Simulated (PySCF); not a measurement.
Cr²⁺ (chromium, charge +2): UHF calculation

Configuration: [Ar] 3d4, high-spin 5D determinant. Calculation: PySCF 2.14, in x2c-TZVPall (6s5p4d1f, 48 functions); the spin-free X2C one-electron Hamiltonian (Gaussian nucleus).

```json
{
 "Total energy": "-1048.869936 hartree",
 "One-electron energy": "-1428.5371 hartree",
 "Hartree (Coulomb) energy": "427.3606 hartree",
 "Exchange energy": "-47.6935 hartree",
 "⟨S²⟩": "6.0011",
 "⟨L²⟩": "6.013",
 "Sum of ⟨r⟩": "14.57 bohr",
 "Sum of ⟨r²⟩": "16.18 bohr²",
 "Traceless quadrupole moment −½Σ⟨3z² − r²⟩ along its main axis": "-0.505 e·bohr²",
 "Langevin diamagnetic susceptibility": "-12.8 ×10⁻⁶ cm³/mol",
 "Time after the integrals": "0.32 s of wall time on 1 thread of Neoverse-N1 (shared host)"
}
```

```tsv
shell	electrons	mean orbital energy (eV)	spread (eV)	rms radius, mean of both spins (bohr)
1s α	1	-6064.5	0	0.0734
1s β	1	-6064.5	0	0.0734
2s α	1	-747.00	0	0.316
2s β	1	-744.47	0	0.316
2p α	3	-628.30	0.047	0.287
2p β	3	-625.74	0.797	0.287
3s α	1	-117.69	0	0.965
3s β	1	-109.31	0	0.965
3p α	3	-83.592	1.289	1.04
3p β	3	-73.324	2.017	1.04
3d α	4	-32.388	1.708	1.33
```

Densities and radii are taken from the X2C orbitals without a picture-change correction, which distorts them close to the nucleus.
